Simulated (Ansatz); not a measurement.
Start from `C=C(F)[SiH2][SeH]` and change one element to get `C=C(F)[SiH2]O`.

Ansatz, PBE0-D4/def2-TZVP geometries, multiplicity 1. Each molecule was computed in one conformer, which needn't be the lowest.

Scalar relativity is left out up to krypton.

```
                                          property  `C=C(F)[SiH2][SeH]`
                 LUMO energy (PBE/def2-TZVPP) / eV                -1.74
size of the dipole moment (ωB97M-V/def2-TZVPP) / D                 1.88
  size of the dipole moment (B3LYP/def2-TZVPP) / D                 1.84
                HOMO energy (PBE0/def2-TZVPP) / eV                -7.20
                LUMO energy (PBE0/def2-TZVPP) / eV                -0.83
    size of the dipole moment (PBE/def2-TZVPP) / D                 1.67
```

(1) Give the same properties after the change, and the shifts. (Estimate.)

## Answers

(1) The calculation gave: 
```csv
property,`C=C(F)[SiH2]O`,shift
LUMO energy (PBE/def2-TZVPP) / eV,-1.35,0.39
size of the dipole moment (ωB97M-V/def2-TZVPP) / D,1.86,-0.02
size of the dipole moment (B3LYP/def2-TZVPP) / D,1.83,-0.01
HOMO energy (PBE0/def2-TZVPP) / eV,-7.78,-0.58
LUMO energy (PBE0/def2-TZVPP) / eV,-0.39,0.44
size of the dipole moment (PBE/def2-TZVPP) / D,1.75,0.08
```

With PBE0 the HOMO falls by 0.58 eV and the LUMO rises by 0.44 eV, so the gap widens by about 1.02 eV. PBE moves the HOMO by -0.49 eV and ωB97M-V by -0.66 eV. Dipoles are sizes alone; their direction can turn.

B3LYP here is the variant with VWN-RPA as its local correlation; programs differ in this.

Spin–orbit coupling is left out; it splits and shifts lone-pair levels of the heavy atoms by tenths of an eV.
